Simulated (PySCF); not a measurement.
# Zirconium: a sound run and one with changed settings

Sound run: Zr²⁺ [Kr] 4d2, Zr³⁺ [Kr] 4d1. Computed with PySCF 2.14 in cc-pVTZ-PP with ECP28MDF (5s5p4d2f1g, 63 functions), with scalar relativity through the core potential. The sound run starts from symmetry-adapted Hartree-Fock orbitals and uses a fine grid where one is needed.

Changed run: basis STO-3G, all-electron and non-relativistic. This setting is unsound on purpose.

```tsv
species	method	sound run (hartree)	changed run (hartree)	converged
Zr²⁺	UHF	-45.66402	-3502.52997	yes
Zr²⁺	PBE0	-46.02353	-3503.74958	yes
Zr²⁺	PBE	-46.02466	-3503.50437	yes
Zr³⁺	UHF	-44.84076	-3501.75322	yes
Zr³⁺	PBE0	-45.16653	-3502.93197	yes
Zr³⁺	PBE	-45.16600	-3502.68312	yes
```

Ionisation energy of Zr²⁺:

```json
{"method": "UHF", "sound run (eV)": "22.402", "changed run (eV)": "21.136"}
{"method": "PBE0", "sound run (eV)": "23.320", "changed run (eV)": "22.248"}
{"method": "PBE", "sound run (eV)": "23.365", "changed run (eV)": "22.347"}
```

A minimal basis cannot let orbitals breathe on ionisation and holds almost no correlation. The Hamiltonian changed with the basis, so the totals do not compare.

For comparison, NIST gives 23.170 eV between the lowest levels.
